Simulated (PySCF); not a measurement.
OP, SMILES O=[P], multiplicity 2.

Coordinates come from a PBE0-D3(BJ)/def2-TZVPD optimisation.

Two levels are set side by side: PBE/def2-TZVPD (PySCF) and ωB97X/def2-TZVPD (PySCF). Same geometry, gas phase. Differences are taken from unrounded values.

| quantity | ωB97X |
|---|---|
| α-spin orbital gap (eV) | 7.06 |
| β-spin orbital gap (eV) | 12.11 |
| dipole moment (D) | 2.09 |

Question: What does PBE give, and how far is it from ωB97X? (The exact figures need the calculation; the answer reports its results.)

Answer: 
```csv
quantity,PBE,PBE minus ωB97X
α-spin orbital gap (eV),0.18,-6.87
β-spin orbital gap (eV),5.00,-7.11
dipole moment (D),1.76,-0.33
```

Rough cost on one machine, each run with all the roots and properties that it gave: ωB97X against PBE within a factor of 2.
